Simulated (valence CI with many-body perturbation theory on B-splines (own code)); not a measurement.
# Hg47+: calculated level list

Calculated by relativistic CI+MBPT: five valence electrons over a frozen Dirac-Fock core [Ar] 3d10, a basis of 9 s, 9 p, 8 d, 6 f, 3 g, 1 h functions for each j, with the one-electron correlation potential Σ1, the two-electron term Σ2, the three-electron term Σ3, Breit, model QED; selected CI, second order for the rest (own B-spline code, finite nucleus).

The last digits are not significant, and no measured levels were compared; by estimate large intervals hold to a few tenths of a per cent, small ones and those within an open d or f shell to about a per cent. Among the levels kept, up to 370 cm⁻¹ of a level comes from second order outside the variational space, and about a tenth of that is noise between levels of different J, which matters for small intervals.

Levels 46 to 54 of 54, with energies above the lowest level, (4s^2 4p1/2^2 4p3/2) J=3/2. "Leading %" is the weight of the configuration and term that name the level; weights of strongly mixed levels are sums over their largest components and can fall short. In the jj column 3d3/2^4 stands for four electrons in 3d with j = 3/2. Lifetimes count E1, E2, E3, M1 and M2 decay at the calculated energies, and are blank where another channel may lead or the interval is too uncertain; long ones can be off by a factor of two.

| No. | Configuration | Term | J | E (× 10³ cm⁻¹) | Leading % | g | Lifetime | Leading jj |
| --- | --- | --- | --- | --- | --- | --- | --- | --- |
| 46 | 4s2 4p2 4d | 2F | 7/2 | 3833.4 | 47 | 1.116 | 523 fs | 4s^2 4p3/2^2 4d3/2 (95 %) |
| 47 | 4s 4p3 4d | 4D° | 7/2 | 3865.6 | 28 | 1.196 | 1.03 ps | 4s 4p1/2^2 4p3/2 4d5/2 (90 %) |
| 48 | 4s 4p3 4d | 2P° | 1/2 | 3899.0 | 47 | 0.629 | 2.05 ps | 4s 4p1/2^2 4p3/2 4d5/2 (94 %) |
| 49 | 4s2 4p2 4d | 2D | 3/2 | 3910.1 | 69 | 0.852 | 501 fs | 4s^2 4p3/2^2 4d3/2 (93 %) |
| 50 | 4s 4p3 4d | 2P° | 3/2 | 3923.2 | 26 | 1.345 | 1.03 ps | 4s 4p1/2^2 4p3/2 4d5/2 (91 %) |
| 51 | 4s 4p3 4d | 2D° | 5/2 | 3944.1 | 27 | 1.079 | 849 fs | 4s 4p1/2^2 4p3/2 4d5/2 (87 %) |
| 52 | 4s2 4p2 4d | 2F | 7/2 | 3953.1 | 52 | 1.232 | 43.8 ps | 4s^2 4p3/2^2 4d5/2 (98 %) |
| 53 | 4s2 4p2 4d | 4F | 9/2 | 3962.3 | 61 | 1.244 | 29.7 ns | 4s^2 4p3/2^2 4d5/2 (99 %) |
| 54 | 4s2 4p 4d2 | 4G° | 5/2 | 3979.4 | 48 | 0.759 | 958 fs | 4s^2 4p1/2 4d3/2^2 (91 %) |
